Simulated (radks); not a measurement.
Problem. These are the eigenvalues of the occupied orbitals of an atom or ion with whole-number occupations (eV). Method: scalar-relativistic Kohn-Sham, PBEsol, spin-unpolarised, spherical densities, point nucleus; computed with a radial shooting solver on a logarithmic mesh with Libxc functionals.

| orbital | eigenvalue |
|---|---|
| 1s | -61228.88 |
| 2s | -10379.55 |
| 2p | -9149.151 |
| 3s | -2344.480 |
| 3p | -1973.664 |
| 3d | -1522.215 |
| 4s | -466.3357 |
| 4p | -344.6278 |
| 4d | -184.5263 |
| 5s | -61.7961 |
| 5p | -34.2707 |
| 4f | -9.8006 |
| 6s | -9.2611 |

Which element is it, and in what charge state? The configuration may be excited.

Solution. Z = 70, ytterbium, charge +1: Yb+ in [Xe] 4f14 6s1. The list shows which subshells hold electrons but not how many an open one holds; the 1s level, -2250.1 hartree, gives Z - s = 67.1 by -(Z - s)^2/2, which with screening and relativity narrows Z to a few neighbours, and the depths of the outer levels then fix element, charge and occupations together.
